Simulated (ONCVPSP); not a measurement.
Logarithmic derivatives: Ti (Z = 22), ONCV

ONCVPSP 4.0.1 input, shortened (lines: element, Z, core and valence counts, functional; n l f; lmax; l rc ep ncon nbas qcut; lloc lpopt rc5 dvloc0; l nproj debl; icmod fcfact rcfact), PBEsol, fully relativistic:

```
  Ti 22.00    3    4  -116133      upf
    1    0    2.00
    2    0    2.00
    2    1    6.00
    3    0    2.00
    3    1    6.00
    3    2    3.00
    4    0    1.00
    2
    0    1.50    0.00    4    9    7.60
    1    1.50    0.00    4    7   11.20
    2    2.20    0.00    3    8    6.70
    4    5    1.15    1.00
    0    2    2.70
    1    2    3.50
    2    2    3.10
    2    0.30    1.20
```

Open shells are filled in proportion to 2j + 1.

The phase is arctan(r·R′/R) of the radial function R(r), unwrapped; energies in Ha, scanned from -4 to 5 Ha. A pole is an energy at which the radial function vanishes at the test radius. The pseudo phase is shifted by a multiple of π to meet the all-electron one at the reference energy, and phase errors are pseudo minus all-electron; the curves can meet again beyond the range given. Levels narrower than the energy grid can be missing from the lists of poles.

Question: For each channel, where are the poles, and over which energies does the pseudopotential scatter like the atom?

Answer:

| channel | radius (bohr) | reference energy (Ha) | poles, all-electron | poles, pseudo | unbroken range about the reference energy with phases within 0.05 rad | phase error 1 Ha above the reference energy (rad) |
| --- | --- | --- | --- | --- | --- | --- |
| s | 1.53 | -0.14 | -1.44 | -1.44 | the whole range | -0.000 |
| p3/2 | 1.53 | -1.30 | -0.41 | -0.41 | the whole range | -0.000 |
| p1/2 | 1.53 | -1.32 | -0.45 | -0.45 | the whole range | +0.000 |
| d5/2 | 2.24 | -0.07 | 0.22, 3.45 | 0.23, 3.46 | below 1.0 | +0.034 |
| d3/2 | 2.24 | -0.07 | 0.22, 3.44 | 0.22, 3.45 | below 1.0 | +0.034 |

Phases in the s channel:

| E (Ha) | all-electron | pseudo |
| --- | --- | --- |
| -3.98 | 1.025 | 1.025 |
| -3.50 | 0.801 | 0.800 |
| -3.02 | 0.173 | 0.173 |
| -2.54 | -0.887 | -0.887 |
| -2.06 | -1.348 | -1.348 |
| -1.58 | -1.535 | -1.535 |
| -1.10 | -1.642 | -1.642 |
| -0.62 | -1.724 | -1.724 |
| -0.14 | -1.800 | -1.800 |
| 0.34 | -1.886 | -1.886 |
| 0.82 | -1.999 | -1.999 |
| 1.30 | -2.171 | -2.172 |
| 1.78 | -2.475 | -2.477 |
| 2.26 | -3.016 | -3.022 |
| 2.74 | -3.645 | -3.654 |
| 3.22 | -4.046 | -4.054 |
| 3.70 | -4.261 | -4.268 |
| 4.18 | -4.387 | -4.393 |
| 4.66 | -4.468 | -4.475 |
